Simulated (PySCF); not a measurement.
Molecule: SMILES O=C1CCOC[C@@H]1F, C5H7FO2.

Bonds (- single, = double, # triple, : aromatic): O1=C2, C2-C3, C3-C4, C4-O5, O5-C6, C6-C7, C7-F8, C7-C2. C3 carries H9, H10; C4 carries H11, H12; C6 carries H13, H14; C7 carries H15. Stereochemistry as in O=C1CCOC[C@@H]1F. H9, H12, H13 are cis to F8 on the ring; H10, H11, H14 are trans to F8 on the ring.

Frames of a GFN2-xTB Langevin trajectory at 400 K; GIAO PBE0/pcSseg-1 shieldings in PySCF 2.14.0 with density-fitted response routines, gas phase, non-relativistic; equivalent atoms averaged within each frame.

Shifts are taken against calculated references (same method and geometry level): H2O for ¹⁷O (336.08 ppm); ¹³C (186.93 ppm) and ¹H (31.72 ppm) against TMS; ¹⁹F (170.95 ppm) vs CFCl3. The references are static minima.

Question: How do the shifts (ppm) fluctuate along the trajectory?

Answer: 
```tsv
time (fs)	O1	O5	C2	C7	C4	C6	C3	F8	H15	H11
250	723.2	61.1	218.6	96.4	81.7	76.8	52.3	-227.6	6.73	5.82
425	623.5	61.2	201.4	107.5	72.9	76.1	40.2	-207.2	5.76	4.85
625	668.1	44.5	209.2	95.8	71.1	76.1	50.6	-230.2	4.48	4.55
800	653.7	73.7	195.8	93.0	83.1	80.6	48.0	-233.5	5.32	5.09
1000	658.3	34.4	206.1	93.5	65.8	72.3	43.9	-213.5	6.82	4.83
mean of frames	665.4	55.0	206.2	97.2	74.9	76.4	47.0	-222.4	5.82	5.03
standard deviation	36.4	15.5	8.6	5.9	7.3	3.0	5.0	11.4	0.98	0.48
```

5 frames give an uncertainty of the mean of about the standard deviation over 2.2 at best, since frames this close in time may not be independent; classical motion lacks zero-point vibration, and the reference would need the same averaging.
